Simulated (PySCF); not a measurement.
Species: C2H3F3Ge.
SMILES: `C(F)(=[C]([GeH3])F)F`

Jobs on this species (9 atoms, 74 electrons) with PySCF (density fitting). Hardware of each: an Arm Neoverse V1 with one thread, on a shared host. The host was shared with other jobs, so the times are rough. Peak memory is the resident size of the whole Python process, interpreter and libraries included.

```tsv
level and settings	work	basis functions	SCF cycles	wall time	peak memory
delta-SCF UKS PBE, pcX-2 on the ionised atom, pcseg-1 elsewhere, spin-free X2C	ΔSCF core ionisation, 5 holes	143	?	?	?
delta-SCF UKS SCAN, pcX-2 on the ionised atom, pcseg-1 elsewhere, spin-free X2C	ΔSCF core ionisation, 5 holes	143	?	?	?
delta-SCF UKS SCAN, pcX-2 on the ionised atom, pcseg-1 elsewhere, non-relativistic	ΔSCF core ionisation, 5 holes	143	?	?	?
delta-SCF UKS PBE0, pcX-2 on the ionised atom, pcseg-1 elsewhere, spin-free X2C	ΔSCF core ionisation, 5 holes	143	80	44 s	0.54 GiB
delta-SCF UKS SCAN, def2-TZVP on the ionised atom, pcseg-1 elsewhere, spin-free X2C	ΔSCF core ionisation, 5 holes	129	93	29 s	0.54 GiB
delta-SCF UKS B3LYP, pcX-2 on the ionised atom, pcseg-1 elsewhere, spin-free X2C	ΔSCF core ionisation, 5 holes	143	80	45 s	0.54 GiB
delta-SCF UKS HF, pcX-2 on the ionised atom, pcseg-1 elsewhere, spin-free X2C	ΔSCF core ionisation, 5 holes	143	95	36 s	0.54 GiB
PBE0-D3(BJ)/def2-SVP, grid level 1	geometry optimisation from a GFN2-xTB start shaken at random	117	72	68 s	0.51 GiB
delta-SCF UKS SCAN, pcX-1 on the ionised atom, pcseg-1 elsewhere, spin-free X2C	ΔSCF core ionisation, 5 holes	122	92	26 s	0.54 GiB
```

**Question.** Fill in the missing figures.

**Answer.** 
- delta-SCF UKS PBE, pcX-2 on the ionised atom, pcseg-1 elsewhere, spin-free X2C; ΔSCF core ionisation, 5 holes: 20 s, 0.54 GiB, 92 SCF cycles
- delta-SCF UKS SCAN, pcX-2 on the ionised atom, pcseg-1 elsewhere, spin-free X2C; ΔSCF core ionisation, 5 holes: 32 s, 0.47 GiB, 95 SCF cycles
- delta-SCF UKS SCAN, pcX-2 on the ionised atom, pcseg-1 elsewhere, non-relativistic; ΔSCF core ionisation, 5 holes: 30 s, 0.54 GiB, 95 SCF cycles

**Question.** What do all jobs in the table cost together?

**Answer.** About 5.5 min; the longest takes about 21 % of that, and about 3.4 times as long as the shortest.
